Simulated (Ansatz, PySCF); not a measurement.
Input for PySCF:
```python
from pyscf import gto, scf, dft

mol = gto.Mole()
mol.atom = '''
    Zn    0.185255    0.649495    0.361364
    Cl    1.284369   -0.234686   -1.669303
    Cl   -1.611290   -0.911482    1.031601
'''
mol.basis = 'def2-svp'
mol.charge = -1
mol.spin = 1
mol.verbose = 3
mol.build()

mf = dft.UKS(mol)
mf.xc = 'bhandhlyp'
mf.grids.atom_grid = (99, 590)
mf.grids.prune = None
mf.kernel()
```

Write the same job for Ansatz (a program for electronic structure).

Several could match; the one computed here: 
Ansatz 0.2 input:
```yaml
crystal:
  periodic: [false, false, false]
  atoms:
    - {symbol: Zn, position_ang: [0.18525488, 0.64949545, 0.36136434]}
    - {symbol: Cl, position_ang: [1.28436949, -0.23468644, -1.66930325]}
    - {symbol: Cl, position_ang: [-1.61128986, -0.91148200, 1.03160147]}
basis:
  gaussian:
    orbitals: def2-SVP
hamiltonian:
  xc: {name: BHLYP}
total_charge: -1
magnetization: {spin_polarized: true, initial_magnetization: 1}
accuracy: high
```

Both were run: PySCF gave -2699.333416 Eh and Ansatz -2699.333417 Eh, 0.001 mEh apart.
